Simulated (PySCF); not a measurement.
Ti(F)3(OH) (F3HOTi), SMILES [OH][Ti]([F])([F])[F], multiplicity 1. Heavy atoms are numbered as in [Ti:1]([F:2])([F:3])([F:4])[OH:5]. Hydrogens are named by the atom that carries them.

Geometry: PBE0-D3(BJ)/def2-SVP. The geometry has at least one imaginary mode, so it is a saddle point at that level. The spin state was assumed, not searched. The structure was generated by enumeration; whether it is a known compound was not checked. Other conformers were not sampled.

Computed with PBE0/def2-TZVP (PySCF).

ESP charges are fitted to the potential on shells at 1.4 to 2.0 van der Waals radii. Atomic charges (e), one atom of each kind:

```json
[
 {"atom": "Ti1", "ESP fit": "1.43", "Löwdin": "0.54", "IAO": "1.68"},
 {"atom": "F2", "ESP fit": "-0.37", "Löwdin": "-0.17", "IAO": "-0.45"},
 {"atom": "O5 (OH)", "ESP fit": "-0.84", "Löwdin": "-0.22", "IAO": "-0.71"},
 {"atom": "H on O5", "ESP fit": "0.52", "Löwdin": "0.19", "IAO": "0.40"}
]
```
